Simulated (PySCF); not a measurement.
Compound: C6H3F3.
SMILES with atom numbers: `[F:1][c:2]1[cH:3][cH:4][cH:5][c:6]([F:7])[c:8]1[F:9]` (hydrogens: H10 on C3; H11 on C4; H12 on C5)

The same species was optimised twice, with GFN2-xTB and with PBE0-D3(BJ)/def2-SVP (PySCF), and the same property calculations (PySCF, gas phase) were run on both structures.

| coordinate | GFN2-xTB | PBE0-D3(BJ)/def2-SVP | change |
| --- | --- | --- | --- |
| C8–F9 (Å) | 1.338 | 1.322 | -0.016 |
| F1–C2 (Å) | 1.340 | 1.325 | -0.015 |
| C6–F7 (Å) | 1.340 | 1.325 | -0.015 |
| C3–C4 (Å) | 1.384 | 1.394 | +0.010 |
| C4–C5 (Å) | 1.384 | 1.394 | +0.010 |
| C2–C3 (Å) | 1.384 | 1.389 | +0.005 |
| C5–C6 (Å) | 1.384 | 1.389 | +0.005 |
| C6–C8 (Å) | 1.391 | 1.395 | +0.004 |
| C2–C8 (Å) | 1.391 | 1.395 | +0.004 |
| F1–C2–C3 (°) | 119.6 | 120.7 | +1.1 |
| F1–C2–C8 (°) | 119.4 | 118.4 | -1.0 |
| C5–C6–F7 (°) | 119.6 | 120.7 | +1.1 |
| F7–C6–C8 (°) | 119.4 | 118.4 | -1.0 |
| C2–C8–C6 (°) | 118.6 | 118.9 | +0.3 |
| C2–C3–C4 (°) | 119.5 | 119.2 | -0.3 |
| C4–C5–C6 (°) | 119.5 | 119.2 | -0.3 |
| C6–C8–F9 (°) | 120.7 | 120.5 | -0.2 |

Rotational constants: A = 2330, B = 1746, C = 998.1 MHz (GFN2-xTB) against A = 2326, B = 1763, C = 1003 MHz (PBE0-D3(BJ)/def2-SVP). Point groups within 0.08 Å: C2v and C2v.

On the GFN2-xTB structure: HOMO (eV) -7.73 [PBE0/pcSseg-1]; LUMO (eV) -0.69 [PBE0/pcSseg-1]; dipole (D) 2.91 [PBE0/pcSseg-1]; GIAO shielding of F1/F7 (mean) (ppm) 310.4 [PBE0/pcSseg-1]; GIAO shielding of C2/C6 (mean) (ppm) 24.5 [PBE0/pcSseg-1]; GIAO shielding of C3/C5 (mean) (ppm) 68.0 [PBE0/pcSseg-1]; GIAO shielding of C4 (ppm) 58.4 [PBE0/pcSseg-1]; GIAO shielding of C8 (ppm) 36.6 [PBE0/pcSseg-1]; GIAO shielding of F9 (ppm) 343.4 [PBE0/pcSseg-1].

Problem. What do these properties become on the PBE0-D3(BJ)/def2-SVP structure?

Solution. 
```json
{"property": "HOMO (eV)", "level": "PBE0/pcSseg-1", "on GFN2-xTB": "-7.73", "on PBE0-D3(BJ)/def2-SVP": "-7.61", "change": "+0.12"}
{"property": "LUMO (eV)", "level": "PBE0/pcSseg-1", "on GFN2-xTB": "-0.69", "on PBE0-D3(BJ)/def2-SVP": "-0.67", "change": "+0.02"}
{"property": "dipole (D)", "level": "PBE0/pcSseg-1", "on GFN2-xTB": "2.91", "on PBE0-D3(BJ)/def2-SVP": "2.75", "change": "-0.16"}
{"property": "energy, GFN2-xTB geometry as zero (kcal/mol)", "level": "PBE0/pcSseg-1", "on GFN2-xTB": "0.0", "on PBE0-D3(BJ)/def2-SVP": "-0.2", "change": "-0.2"}
{"property": "GIAO shielding of F1/F7 (mean) (ppm)", "level": "PBE0/pcSseg-1", "on GFN2-xTB": "310.4", "on PBE0-D3(BJ)/def2-SVP": "313.0", "change": "+2.6"}
{"property": "GIAO shielding of C2/C6 (mean) (ppm)", "level": "PBE0/pcSseg-1", "on GFN2-xTB": "24.5", "on PBE0-D3(BJ)/def2-SVP": "24.5", "change": "0.0"}
{"property": "GIAO shielding of C3/C5 (mean) (ppm)", "level": "PBE0/pcSseg-1", "on GFN2-xTB": "68.0", "on PBE0-D3(BJ)/def2-SVP": "67.2", "change": "-0.8"}
{"property": "GIAO shielding of C4 (ppm)", "level": "PBE0/pcSseg-1", "on GFN2-xTB": "58.4", "on PBE0-D3(BJ)/def2-SVP": "56.8", "change": "-1.6"}
{"property": "GIAO shielding of C8 (ppm)", "level": "PBE0/pcSseg-1", "on GFN2-xTB": "36.6", "on PBE0-D3(BJ)/def2-SVP": "36.5", "change": "-0.1"}
{"property": "GIAO shielding of F9 (ppm)", "level": "PBE0/pcSseg-1", "on GFN2-xTB": "343.4", "on PBE0-D3(BJ)/def2-SVP": "345.5", "change": "+2.1"}
```

The heavy atoms differ by 0.016 Å rms after alignment. Among bonds between heavy atoms F1–C2, C6–F7 and C8–F9 change most and about equally (-0.016 to -0.015 Å). Changes are differences of the printed values. Neither structure is proved a minimum here.
